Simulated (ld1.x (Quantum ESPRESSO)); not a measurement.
**Reading a pseudo-wave (nitrogen (N))**

Columns: radius, all-electron u(r) and pseudo u(r) of the 2p shell (level -7.09 eV) of nitrogen in the configuration [He] 2s2 2p3; PBE, scalar-relativistic, RRKJ scheme, ld1.x (Quantum ESPRESSO) 7.5.

```json
{"r (bohr)": "0.070", "all-electron": "0.0393", "pseudo": "0.0168"}
{"r (bohr)": "0.140", "all-electron": "0.1256", "pseudo": "0.0655"}
{"r (bohr)": "0.210", "all-electron": "0.2285", "pseudo": "0.1411"}
{"r (bohr)": "0.280", "all-electron": "0.3320", "pseudo": "0.2362"}
{"r (bohr)": "0.350", "all-electron": "0.4278", "pseudo": "0.3417"}
{"r (bohr)": "0.420", "all-electron": "0.5121", "pseudo": "0.4485"}
{"r (bohr)": "0.490", "all-electron": "0.5836", "pseudo": "0.5484"}
{"r (bohr)": "0.560", "all-electron": "0.6427", "pseudo": "0.6348"}
{"r (bohr)": "0.630", "all-electron": "0.6901", "pseudo": "0.7039"}
{"r (bohr)": "0.700", "all-electron": "0.7264", "pseudo": "0.7540"}
{"r (bohr)": "0.770", "all-electron": "0.7523", "pseudo": "0.7860"}
{"r (bohr)": "0.840", "all-electron": "0.7693", "pseudo": "0.8022"}
{"r (bohr)": "0.910", "all-electron": "0.7784", "pseudo": "0.8061"}
{"r (bohr)": "0.980", "all-electron": "0.7809", "pseudo": "0.8013"}
{"r (bohr)": "1.050", "all-electron": "0.7778", "pseudo": "0.7908"}
{"r (bohr)": "1.120", "all-electron": "0.7701", "pseudo": "0.7771"}
{"r (bohr)": "1.190", "all-electron": "0.7587", "pseudo": "0.7616"}
{"r (bohr)": "1.260", "all-electron": "0.7443", "pseudo": "0.7452"}
{"r (bohr)": "1.330", "all-electron": "0.7276", "pseudo": "0.7277"}
{"r (bohr)": "1.400", "all-electron": "0.7091", "pseudo": "0.7091"}
{"r (bohr)": "1.470", "all-electron": "0.6893", "pseudo": "0.6893"}
{"r (bohr)": "1.540", "all-electron": "0.6685", "pseudo": "0.6685"}
{"r (bohr)": "1.610", "all-electron": "0.6471", "pseudo": "0.6471"}
{"r (bohr)": "1.680", "all-electron": "0.6252", "pseudo": "0.6252"}
{"r (bohr)": "1.750", "all-electron": "0.6032", "pseudo": "0.6032"}
{"r (bohr)": "1.820", "all-electron": "0.5813", "pseudo": "0.5813"}
```

**Question.** How many radial nodes do the two functions have?

**Answer.** The all-electron 2p function has n − l − 1 = 0; the pseudo-wave has 0.

**Question.** At about which radius was the pseudo-wave matched?

**Answer.** 1.40 bohr, where the columns begin to agree (steps of 0.07 bohr).

**Question.** Where does each function peak?

**Answer.** Outermost all-electron maximum near 0.98 bohr, pseudo maximum near 0.91 bohr (to the table’s step).

**Question.** Is the pseudo-wave norm-conserving?

**Answer.** Yes: the RRKJ scheme keeps the norm inside the radius equal to the all-electron one, which fixes the energy derivative of the logarithmic derivative at the level.
